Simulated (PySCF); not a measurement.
## Electron correlation in Si (silicon, neutral)

[Ne] 3s2 3p2, high-spin 3P determinant. Computed with PySCF 2.14 in x2c-SVPall (4s3p1d, 18 functions), with scalar relativity by spin-free X2C-1e. Frozen: [Ne]; 4 electrons correlated.

MP2 pair energies summed by pair of shells (mhartree):

| pair | energy | share (%) |
| --- | --- | --- |
| 3s-3p | -25.36 | 58.3 |
| 3s-3s | -14.10 | 32.4 |
| 3p-3p | -4.05 | 9.3 |

Total MP2 correlation energy: -43.51 mhartree.

Same-spin part -6.93 and opposite-spin part -36.59 mhartree; SCS-MP2 scales them by 1/3 and 6/5 to -46.21 mhartree.

| level | correlation energy (mhartree) |
| --- | --- |
| CCSD | -61.43 |
| (T) | -0.97 |
| CCSD(T) | -62.40 |

Diagnostics: T1 = 0.010, D1 = 0.0230, largest double amplitude 0.111.

**Question.** Is a single reference adequate?

**Answer.** Mostly. T1 lies below 0.03, but a double amplitude of this size points to a near-degeneracy that CCSD handles and MP2 describes poorly.
